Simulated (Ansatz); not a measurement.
`C[Si]1(F)CS1`. The species carries charge 0 and has multiplicity 1. Geometry: relaxed with PBE0-D4/def2-TZVP.

```xyz
10

C    -1.587   -0.058    0.146
Si    0.209    0.078    0.534
F     0.458   -0.497    2.000
C     1.556   -0.130   -0.677
S     1.368    1.666   -0.107
H    -1.928   -1.089    0.262
H    -2.170    0.572    0.822
H    -1.771    0.268   -0.878
H     1.361   -0.252   -1.738
H     2.504   -0.558   -0.364
```

(1) What is the dipole moment at r2SCAN/def2-TZVPP? (Best estimate.)

(2) And with PBE, B3LYP, ωB97M-V? (Estimate.)

(3) Give the Mulliken charges with r2SCAN, B3LYP, PBE in def2-TZVPP. (An estimate is asked.)

Results:

(1) The calculation gave: 2.43 D, with components (-1.66, -1.35, -1.16) D in this frame, pointing from negative to positive charge.

(2) The calculation gave: PBE 2.32 D, B3LYP 2.40 D, ωB97M-V 2.41 D.

(3) Ansatz gave: 
| atom | r2SCAN | B3LYP | PBE |
| --- | --- | --- | --- |
| C1 | -0.30 | -0.37 | -0.37 |
| Si2 | 0.63 | 0.62 | 0.52 |
| F3 | -0.32 | -0.32 | -0.27 |
| C4 | -0.21 | -0.28 | -0.24 |
| S5 | -0.26 | -0.25 | -0.23 |
| H6 | 0.09 | 0.11 | 0.12 |
| H7 | 0.09 | 0.11 | 0.12 |
| H8 | 0.09 | 0.12 | 0.12 |
| H9 | 0.10 | 0.13 | 0.12 |
| H10 | 0.10 | 0.13 | 0.12 |

B3LYP here is the variant with VWN-RPA as its local correlation; programs differ in this.
